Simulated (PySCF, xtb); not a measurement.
Al(F)(SH)2 (AlFH2S2), SMILES [F][Al]([SH])[SH].

xtb 6.7.1 with GFN2-xTB at its own geometry gives an orbital gap of 3.56 eV and a dipole moment of 1.09 D.

Coordinates come from a B3LYP-D3(BJ)/def2-SVP optimisation. Other conformers were not sampled.

Q: What does PySCF with PBE0/def2-TZVPD give? (An estimate is asked for; the answer gives what the named calculation found.)

A: gap 6.78 eV (levels -7.95 and -1.17 eV), dipole 1.20 D.
